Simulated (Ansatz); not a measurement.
One change: `F[SiH2]OCI` becomes `O=CO[SiH2]F`.

Ansatz, PBE0-D4/def2-TZVP geometries, multiplicity 1. Each molecule was computed in one conformer, which needn't be the lowest.

Elements past krypton have def2 core potentials.

```json
{"property": "LUMO energy (PBE0/def2-TZVPP) / eV", "`F[SiH2]OCI`": "-1.09"}
{"property": "HOMO–LUMO gap (PBE0/def2-TZVPP) / eV", "`F[SiH2]OCI`": "6.36"}
{"property": "HOMO–LUMO gap (PBE/def2-TZVPP) / eV", "`F[SiH2]OCI`": "4.29"}
{"property": "size of the dipole moment (PBE/def2-TZVPP) / D", "`F[SiH2]OCI`": "1.12"}
{"property": "LUMO energy (ωB97M-V/def2-TZVPP) / eV", "`F[SiH2]OCI`": "0.85"}
{"property": "HOMO energy (ωB97M-V/def2-TZVPP) / eV", "`F[SiH2]OCI`": "-9.63"}
```

Q: What does the change do to each property? (An estimate is asked.)

A: Ansatz gave: 
```tsv
property	`O=CO[SiH2]F`	shift
LUMO energy (PBE0/def2-TZVPP) / eV	-0.70	0.39
HOMO–LUMO gap (PBE0/def2-TZVPP) / eV	8.09	1.73
HOMO–LUMO gap (PBE/def2-TZVPP) / eV	5.26	0.97
size of the dipole moment (PBE/def2-TZVPP) / D	2.14	1.02
LUMO energy (ωB97M-V/def2-TZVPP) / eV	1.49	0.64
HOMO energy (ωB97M-V/def2-TZVPP) / eV	-11.24	-1.61
```

With PBE0 the HOMO falls by 1.34 eV and the LUMO rises by 0.39 eV, so the gap widens by about 1.73 eV. PBE moves the HOMO by -0.83 eV and ωB97M-V by -1.61 eV. Dipoles are sizes alone; their direction can turn.

Spin–orbit coupling is left out; it splits and shifts lone-pair levels of the heavy atoms by tenths of an eV.
